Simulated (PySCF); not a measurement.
A structure optimised at B3LYP-D3(BJ)/def2-SVP, used in a PySCF frequency run:

```xyz
8

C     -1.0815    -1.5733     0.0000
C      0.0053    -0.7293     0.0000
F      1.2482    -1.2395     0.0000
C     -0.0444     0.6600     0.0000
F     -1.1806     1.3250     0.0000
F      1.0146     1.4341     0.0000
H     -2.0930    -1.1700     0.0000
H     -0.9234    -2.6513     0.0000
```
Charge 0, spin multiplicity 2.

Task: Write its SMILES, formula and point group.

Result: C=C(F)[C](F)F, C₃H₂F₃, Cs

Task: What are its rotational constants (standard atomic weights)?

Result: 5.3751, 3.3265, 2.0548 GHz
